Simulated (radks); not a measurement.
Values are calculated unless marked as measured or tabulated.
Task: Excited configurations of neutral rhenium: one electron is placed in a higher orbital outside [Xe] 4f14 5d5 6s1. The ground configuration is [Xe] 4f14 5d5 6s2. Level of theory: Dirac Kohn-Sham, PBE, spin-unpolarised, spherical densities, finite nucleus; open shells fill j = l - 1/2 first; Fermi nuclear charge, rms radius 5.3698 fm (a radial shooting solver on a logarithmic mesh with Libxc functionals). Excitation = E - E(ground); binding = E(ion) - E, where the ion is the core of charge +1; n* = 1/sqrt(2 binding) in atomic units, and the quantum defect is n - n*.

| outer orbital | excitation (eV) | binding (eV) | n* | quantum defect | eigenvalue (eV) | <r> (bohr) |
|---|---|---|---|---|---|---|
| 5f5/2 | 8.241 | 0.916 | 3.854 | 1.146 | -0.432 | 17.16 |
| 6d3/2 | 7.565 | 1.592 | 2.924 | 3.076 | -0.720 | 10.34 |
| 7p1/2 | 7.308 | 1.849 | 2.713 | 4.287 | -1.047 | 10.84 |
| 7f5/2 | 8.696 | 0.461 | 5.433 | 1.567 | -0.287 | 43.39 |

Estimate the row for 7d3/2.

Result: excitation (eV) 8.157; binding (eV) 1.000; n* 3.689; quantum defect 3.311; eigenvalue (eV) -0.561; <r> (bohr) 19.37. The Delta-SCF ionisation energy is 9.157 eV (NIST Atomic Spectra Database: 7.834 eV, measured). Self-interaction in the functional shifts the binding energies and quantum defects, so they are the method's values and not measured ones. Spin polarisation and multiplet splitting are left out, so open shells lie too high by an amount that depends on their filling.

Beside tabulated values, note that spin-unpolarised runs miss the spin-polarisation part of the exchange energy of open shells.
